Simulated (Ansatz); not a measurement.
Reaction 2 R1 + R2 + R3 → 3 P1 + P2, each structure at its B3LYP-D3(BJ)/def2-TZVP stationary point, reached from a drawn start (curvature not checked).
P1: H2 (SMILES [H][H]), charge 0, multiplicity 1.
R1, HCl (SMILES Cl) (charge 0, multiplicity 1, Z-matrix in Å and degrees):
```
Cl
H 1 1.2820
```
R2, HF (SMILES F) (charge 0, multiplicity 1):
```xyz
2

F      0.00000     0.00000     0.46223
H      0.00000     0.00000    -0.46223
```
R3: SiH4 (SMILES [SiH4]), charge 0, multiplicity 1.
P2: Cl2FHSi (SMILES F[SiH](Cl)Cl), charge 0, multiplicity 1.

P less R. No zero-point or thermal terms.

Frozen-core correlation throughout.

Codes used: Ansatz (a program for electronic structure). All values are computed, each at the level named.

Total energies in hartree:

```json
[
 {"structure": "P1", "PBE/def2-TZVPP": "-1.166122", "r2SCAN/def2-TZVPP": "-1.171285", "CCSD(T)/cc-pV(Q+d)Z": "-1.173794"},
 {"structure": "R1", "PBE/def2-TZVPP": "-460.627412", "r2SCAN/def2-TZVPP": "-460.785863", "CCSD(T)/cc-pV(Q+d)Z": "-460.363836"},
 {"structure": "R2", "PBE/def2-TZVPP": "-100.393473", "r2SCAN/def2-TZVPP": "-100.446638", "CCSD(T)/cc-pV(Q+d)Z": "-100.373106"},
 {"structure": "R3", "PBE/def2-TZVPP": "-291.721620", "r2SCAN/def2-TZVPP": "-291.854203", "CCSD(T)/cc-pV(Q+d)Z": "-291.452235"},
 {"structure": "P2", "PBE/def2-TZVPP": "-1309.970701", "r2SCAN/def2-TZVPP": "-1310.469003", "CCSD(T)/cc-pV(Q+d)Z": "-1309.136087"}
]
```

Question: Work out the reaction energy at each level in eV (1 hartree = 27.21139 eV), and say how far PBE/def2-TZVPP lies from CCSD(T)/cc-pV(Q+d)Z.

Answer: 
- PBE/def2-TZVPP: 3 × (-1.166122) + (-1309.970701) − (-100.393473) − (-291.721620) − 2 × (-460.627412) = -0.099150 hartree = -2.698 eV
- r2SCAN/def2-TZVPP: 3 × (-1.171285) + (-1310.469003) − (-100.446638) − (-291.854203) − 2 × (-460.785863) = -0.110291 hartree = -3.001 eV
- CCSD(T)/cc-pV(Q+d)Z: 3 × (-1.173794) + (-1309.136087) − (-100.373106) − (-291.452235) − 2 × (-460.363836) = -0.104456 hartree = -2.842 eV
PBE/def2-TZVPP less CCSD(T)/cc-pV(Q+d)Z: 0.144 eV. CCSD(T)/cc-pV(Q+d)Z is the level counted from, the highest shown, and no exact or measured value.
